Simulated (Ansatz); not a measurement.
Breaking a bond: HCl (cation, charge +1), doublet.

- ROHF/aug-cc-pVDZ (Ansatz, a program for electronic structure)
- ROMP2 = Ansatz with MP2 on ROHF/aug-cc-pVDZ, frozen core
- UHF/aug-cc-pVDZ (Ansatz)
- UMP2 = Ansatz with MP2 on UHF/aug-cc-pVDZ, frozen core
- UCCSD = CCSD on UHF/aug-cc-pVDZ, frozen core in Ansatz
- UCCSD(T) = Ansatz with CCSD(T) on UHF/aug-cc-pVDZ, frozen core
- UCCSDT = CCSDT on UHF/aug-cc-pVDZ, frozen core in Ansatz
- UCCSDT(Q) = CCSDT(Q) on UHF/aug-cc-pVDZ, frozen core (Ansatz)
- UKS-PBE = unrestricted PBE/aug-cc-pVDZ (Ansatz)
- UKS-B3LYP = unrestricted B3LYP/aug-cc-pVDZ run with Ansatz
- FCI = full CI/aug-cc-pVDZ, frozen core (Ansatz)

All curves are set to zero at 1.34 Å and compared with full CI in the same basis at 1.34, 1.37, 1.43, 1.49, 1.57, 1.67, 1.80, 1.93, 2.14, 2.34, 2.61, 2.93, 3.33, 3.89, 4.54 Å.

Problem. Order the methods by the spread of their error (largest minus smallest) over these points.

Solution. UCCSDT(Q) has the smallest spread and UKS-PBE the largest. In order (kJ/mol): UCCSDT(Q) 0.36, UCCSDT 0.96, UCCSD(T) 8.25, UCCSD 13.22, UMP2 46.35, ROHF 68.44, ROMP2 71.86, UKS-B3LYP 89.63, UHF 111.75, UKS-PBE 120.92.

Errors against full CI at some of the points (kJ/mol):

| method | 1.67 Å | 1.93 Å | 2.61 Å | 3.33 Å | 4.54 Å |
|---|---|---|---|---|---|
| UCCSDT(Q) | 0.0 | 0.0 | -0.1 | 0.0 | 0.0 |
| UCCSDT | 0.2 | 0.3 | 0.7 | 0.7 | -0.2 |
| UCCSD(T) | 0.5 | 1.7 | 7.4 | 4.7 | -0.5 |
| UCCSD | 2.2 | 4.7 | 9.4 | 1.8 | -3.8 |
| UMP2 | 5.6 | 24.5 | 30.2 | 3.5 | -7.6 |
| ROHF | 15.9 | 28.5 | 47.1 | 53.6 | 68.4 |
| ROMP2 | 5.6 | 10.9 | 24.4 | 41.8 | 71.9 |
| UKS-B3LYP | -5.8 | -8.8 | -37.2 | -72.2 | -89.6 |
| UHF | 15.1 | 20.6 | -30.8 | -76.3 | -91.2 |
| UKS-PBE | -10.9 | -17.0 | -51.0 | -95.0 | -120.9 |

The T1 diagnostic of CCSD on the restricted reference of ROMP2 exceeds 0.045 at 2.34 to 4.54 Å. The unrestricted determinant behind UHF, UMP2, UCCSD, UCCSD(T), UCCSDT, UCCSDT(Q) is spin-contaminated at 1.93 to 4.54 Å (<S²> up to 1.8, against 0.75 for a pure doublet). The unrestricted determinant behind UKS-PBE, UKS-B3LYP is spin-contaminated at 2.34 to 4.54 Å (<S²> up to 1.3, against 0.75 for a pure doublet).
